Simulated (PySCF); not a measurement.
Task: What does the PBE0-D3(BJ)/def2-SVP structure of `C=C[C@H]1BCCCC1` look like in three dimensions?

Result: 
```xyz
21
C7H13B angstrom
C      3.2329    0.4041    0.4138
C      2.1423   -0.1024   -0.1640
C      0.7269    0.1196    0.2654
B     -0.0901    1.1399   -0.6159
C     -1.6515    1.0573   -0.6516
C     -2.2464   -0.3030   -0.2854
C     -1.5037   -0.9629    0.8713
C     -0.0280   -1.1860    0.5593
H      3.1616    1.0432    1.3003
H      4.2338    0.2080    0.0203
H      2.2698   -0.7450   -1.0463
H      0.7534    0.7213    1.2066
H      0.4894    2.0638   -1.1474
H     -1.9361    1.8140    0.1147
H     -2.0696    1.4647   -1.5872
H     -2.1896   -0.9700   -1.1644
H     -3.3193   -0.2139   -0.0469
H     -1.5956   -0.3322    1.7754
H     -1.9788   -1.9250    1.1233
H      0.0544   -1.8497   -0.3214
H      0.4636   -1.7254    1.3862
```

Orientation and origin are arbitrary. Atoms count from 1 in this order. Of the pairs four or more bonds apart, H9···H12 is among the closest relative to their van der Waals radii: 2.43 Å, 101 % of the sum of Bondi's values. The 6-membered ring C3–B4–C5–C6–C7–C8 has internal angles of 112.2° to 119.7° (sum 686°, against 720° for a flat polygon); it is puckered, 0.20 Å rms from its mean plane, widest ring torsion 60°. The C–C distances run from 1.334 Å (C1=C2, drawn double) to 1.537 Å (C3–C8, drawn single), a spread of 0.203 Å. B4 (three-coordinate boron) is planar (angles 120.5°, 119.7° and 119.4°, sum 359.6°, 0.06 Å off the plane of its three neighbours).

Bonds between heavy atoms (Å): C1=C2 1.334, C2–C3 1.496, C3–B4 1.576, B4–C5 1.564, C5–C6 1.529, C6–C7 1.525, C7–C8 1.525, C3–C8 1.537.

Method used: PBE0-D3(BJ)/def2-SVP geometry optimisation, gas phase in PySCF.

Point group: C1 (no symmetry element, even within 0.4 Å). PBE0-D3(BJ)/def2-SVP frequencies: not computed here. One conformer, not necessarily the lowest (C1–C2–C3–B4 103°, C2–C3–B4–C5 156°, C3–B4–C5–C6 -23°, B4–C5–C6–C7 40°, C5–C6–C7–C8 -59°).
